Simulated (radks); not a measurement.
Question: Excited configurations of the neodymium ion Nd15+: one electron is placed in a higher orbital outside [Kr] 4d8. The ground configuration is [Kr] 4d9. All-electron calculation, Dirac Kohn-Sham, PBE, spin-unpolarised, spherical densities, point nucleus; open shells fill j = l - 1/2 first. Program: a radial shooting solver on a logarithmic mesh with Libxc functionals. Excitation = E - E(ground); binding = E(ion) - E, where the ion is the core of charge +16; n* = 16/sqrt(2 binding) in atomic units. These energies are relativistic, and a one-electron ion of charge +16 with no core already has n* below n in this formula (Dirac formula, point nucleus: 4f5/2 3.999, 5f5/2 4.999, 6p1/2 5.994, 6d3/2 5.997, 7s1/2 6.994, 7d3/2 6.997, 7f5/2 6.998). The quantum defect is therefore taken as that value minus n*, so that it holds no relativistic shift of the bare ion.

outer orbital  excitation (eV)  binding (eV)     n*  quantum defect  eigenvalue (eV)  <r> (bohr)
5f5/2                   248.06        174.52  4.467           0.531          -167.24       1.501
6p1/2                   260.51        162.07  4.636           1.358          -157.34       1.990
6d3/2                   283.00        139.58  4.995           1.002          -135.26       2.194
7s1/2                   306.59        115.99  5.480           1.514          -112.67       2.842
7d3/2                   325.84        96.737  6.000           0.997          -93.953       3.228
7f5/2                   338.91        83.671  6.452           0.546          -81.151       3.552

Estimate the row for 4f5/2.

Answer: excitation (eV) 122.45; binding (eV) 300.13; n* 3.407; quantum defect 0.592; eigenvalue (eV) -284.18; <r> (bohr) 0.6971. The Delta-SCF ionisation energy is 422.58 eV (NIST Atomic Spectra Database: 420 eV, theoretical). Self-interaction in the functional shifts the binding energies and quantum defects, so they are the method's values and not measured ones. Spin polarisation and multiplet splitting are left out, so open shells lie too high by an amount that depends on their filling.

Beside tabulated values, note that spin-unpolarised runs miss the spin-polarisation part of the exchange energy of open shells.
